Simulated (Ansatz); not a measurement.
Reaction (formal exchange of groups at the Si–C bond): `O=C([SiH3])[SiH](O)Cl` + `BCB` → `BC(B)[SiH3]` + `O=C[SiH](O)Cl`

Program: Ansatz. Geometries: PBE0-D4/def2-TZVP. ΔE: electronic, gas phase. CBS: MP2 limit from def2 TZ/QZ plus the TZ coupled-cluster correction, frozen cores. DFT in def2-TZVPP. One conformer a species, not always the lowest.

(1) Is it downhill or uphill in electronic energy at CCSD(T)/CBS, and by how much? (Estimate.)

(2) What do these levels give: LDA (SPW92), BLYP-D4, BHLYP-D4, BHLYP, SCS-MP2/def2-TZVPP, MP2/CBS(def2)? (Estimate.)

Largest T1 diagnostic among the species: 0.014.

## Answers

(1) Computed: Downhill: ΔE = -11.5 kcal/mol.

(2) Computed: LDA (SPW92) -12.7, BLYP-D4 -8.1, BHLYP-D4 -9.6, BHLYP -9.6, SCS-MP2/def2-TZVPP -11.6, MP2/CBS(def2) -12.8 kcal/mol.

In def2-TZVPP, CCSD(T) changes the Hartree–Fock value by −3.2 kcal/mol (the triples alone add −0.3 kcal/mol) and MP2 by −4.5 kcal/mol. Leaving LDA and LC-ωPBE aside and taking each functional with its dispersion term where it has one, the values, not all of them listed here, spread over 4.5 kcal/mol, from PBE-QIDH to BLYP-D4. LDA lies −2.2 kcal/mol from PBE without D4. At CCSD(T), def2-SVP lies +1.4 kcal/mol from the extrapolated value and def2-TZVPP −0.1 kcal/mol.
